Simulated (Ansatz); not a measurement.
**One elementary step**

Start structure (BAsH5Br, closed shell), relaxed at PBE0-D4/def2-TZVP:

```
8
angstrom
B -0.4848 -0.6240 -1.2654
Br 1.3227 -0.8960 -1.7773
H -1.0666 -1.5416 -0.7819
H -0.9843 0.4232 -1.5231
H -0.7176 -0.0514 1.0102
As 0.0965 0.8958 1.8888
H 0.4915 1.7580 0.7001
H 1.3426 0.0359 1.7486
```

The step: BH₂Br ([BH2][Br]) + AsH₃ → BAsH₄ ([BH2][AsH2]) + HBr; bonds formed: B1–As6, Br2–H5; bonds broken: B1–Br2, H5–As6. Computed with Ansatz 0.2.0 (basis: def2-TZVPP and def2-QZVPP); correlated methods freeze the cores. Filled d shells of the heavier atoms are correlated. The def2 sets are not built for correlating such inner shells, so the correlated values are less sure here. Extrapolation: Hartree–Fock as exp(−7.88 √X), correlation as X^−2.97. Energies below are by CCSD(T) at an estimated basis limit (MP2 extrapolated from triple and quadruple zeta, plus CCSD(T) − MP2 in triple zeta).

What are the electronic barrier and the energy of the step, from the start structure to the end structure? (An estimate is asked for; the value comes from the calculation.)

The calculation gives: Barrier 0.928 eV; step energy 0.634 eV (uphill); reverse barrier, their difference, 0.295 eV. Barrier and step energy count from the start structure, the reverse barrier from the end structure.

The saddle point: One imaginary mode of 249i cm⁻¹.
```json
{"pair": "B1–As6", "start (Å)": "3.55", "saddle (Å)": "2.06", "end (Å)": "2.02"}
{"pair": "Br2–H5", "start (Å)": "3.56", "saddle (Å)": "1.56", "end (Å)": "1.42"}
{"pair": "B1–Br2", "start (Å)": "1.90", "saddle (Å)": "2.47", "end (Å)": "2.57"}
{"pair": "H5–As6", "start (Å)": "1.53", "saddle (Å)": "2.16", "end (Å)": "3.37"}
```

Zero-point energy (harmonic, PBE0-D4): ZPE is 1.197 eV at the start and 1.182 eV at the saddle, so the barrier goes from 0.928 to 0.914 eV.

No T1 diagnostic of these runs exceeds 0.012. The end structure is not quite a true minimum (one mode of 64i cm⁻¹).

Labels in which every atom is bracketed show which atoms are joined, not bond orders.

For scale, one of the runs: CCSD(T)/def2-TZVPP, 197 basis functions (an equivalent command: `ansatz run in.yaml --threads 4`). The run took 110 s on 4 CPU threads (shared host), with 2.4 GiB of host memory at its peak.
